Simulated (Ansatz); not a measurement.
Born–Oppenheimer molecular dynamics of CH₁₂Si₄ (17 atoms, charge 0, multiplicity 1). It goes on from the last frame of an earlier run, with new velocities.

Theory: Ansatz 0.2.0, RKS PBE0-D4/STO-3G.

| Property | Result |
| --- | --- |
| ensemble | NVE (velocity Verlet) |
| time step | 0.5 fs |
| steps asked | 100 |
| starting velocities drawn for | 700 K |
| masses | H 2.014 u |
| seed | 157256 |

First frame:

```xyz
17
Properties=species:S:1:pos:R:3
Si -0.194 -0.121 -0.036
C 0.300 -0.064 1.804
H -0.224 0.625 2.357
H 0.378 -1.036 2.367
H 1.351 0.334 1.789
Si 2.016 0.211 -0.619
H 2.782 -0.495 0.486
H 2.475 -0.366 -1.878
H 2.552 1.547 -0.549
Si -1.096 1.877 -0.476
H -2.239 2.395 0.448
H -0.069 2.903 -0.572
H -1.639 1.825 -1.850
Si -1.054 -1.941 -1.064
H -2.436 -2.190 -0.965
H -0.776 -1.624 -2.381
H -0.397 -3.117 -0.693
```

(1) What does the run give?

(2) What happens to the structure?

(3) How do temperature and energy run in time?

Results:

(1) All steps were run.

```yaml
steps_done: 100
time_covered: 50 fs
mean_temperature_over_the_second_half: 820 K
spread_of_the_potential_energy_over_the_second_half: 18.5 meV per atom
mean_potential_energy_of_the_second_half_above_the_start: -13.7 meV per atom
```

The conserved energy stayed within 0.19 meV per atom of its start (net change -0.12 meV per atom), so the integration is sound. A run of 0.05 ps of so small a system gives no equilibrium averages. Limits of this set-up: minimal basis.

(2) The same pairs are bonded in the first frame and the last. Pairs count as bonded within 1.25 times the sum of covalent radii (0.12 Å more for H–H). This is one draw of velocities; another would differ in detail.

(3) 
```csv
time (fs),T (K),potential energy less start (eV),conserved less start (meV/atom)
0,700,0.000,0.00
2.5,701,-0.003,-0.05
5,698,0.001,-0.14
7.5,432,0.522,0.09
10,495,0.397,0.00
12.5,685,0.028,-0.10
15,732,-0.063,-0.03
17.5,748,-0.094,-0.06
20,735,-0.067,0.03
22.5,862,-0.316,-0.13
25,745,-0.088,-0.08
27.5,593,0.208,0.08
30,716,-0.033,-0.14
32.5,636,0.123,0.01
35,670,0.060,0.05
37.5,930,-0.448,-0.09
40,1072,-0.722,-0.06
42.5,1069,-0.717,-0.11
45,888,-0.364,0.03
47.5,852,-0.295,-0.02
50,831,-0.256,-0.12
```

Time of the run: 7 min on 1 thread of Arm Neoverse V2, with other jobs on the host, peak memory 0.14 GiB.
